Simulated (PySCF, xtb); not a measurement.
C₂H₉FOSi₂, SMILES CO[Si@H](F)[SiH2]C.

xtb 6.7.1 with GFN2-xTB at its own geometry gives an orbital gap of 4.66 eV and a dipole moment of 1.45 D.

Coordinates come from a B3LYP-D3(BJ)/def2-SVP optimisation. The structure was generated by enumeration; whether it is a known compound was not checked. The values are those of a single conformer.

Q: What does PySCF with M06-2X/def2-TZVP give? (The exact figures need the calculation; the answer reports its results.)

A: gap 9.74 eV (levels -9.10 and 0.63 eV), dipole 1.28 D.
